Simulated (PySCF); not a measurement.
## Vibration and rotation of TmP

M06 constants of TmP, quintet, about 12.9 electrons in the 4f shell (Mulliken), real f orbitals that mix terms (PySCF, spin-free X2C with a Gaussian nucleus, basis sets Tm x2c-SVPall, P x2c-SVPall; masses 168.9342 and 30.9738 u):

* ωe: 194.4 cm⁻¹
* ωexe: 1.39 cm⁻¹
* Be: 0.080277 cm⁻¹
* αe: 0.000492 cm⁻¹
* D (centrifugal): 5.48e-08 cm⁻¹
* De to Tm (4f13 6s2) + P: 0.88 eV

Give the vibrational terms G(v) and spacings up to v = 6.

G(v) = ωe(v+½) − ωexe(v+½)².

```
v  G(v) (cm⁻¹)  G(v) − G(v−1)  Bv (cm⁻¹)
0         96.9                   0.08003
1        288.5          191.6    0.07954
2        477.3          188.8    0.07905
3        663.4          186.1    0.07855
4        846.7          183.3    0.07806
5       1027.2          180.5    0.07757
6       1204.9          177.7    0.07708
```

How well does the Morse estimate ωe²/(4ωexe) reproduce De, and what is D0?

It gives 0.84 eV, 96 % of the computed De. D0 = De − G(0) = 0.88 − 0.01 = 0.87 eV.

These are scalar-relativistic numbers at best; spin–orbit coupling would shift them, the dissociation energy most. With d or f electrons several states lie close, and the lowest PBE0 determinant need not be the measured ground state.
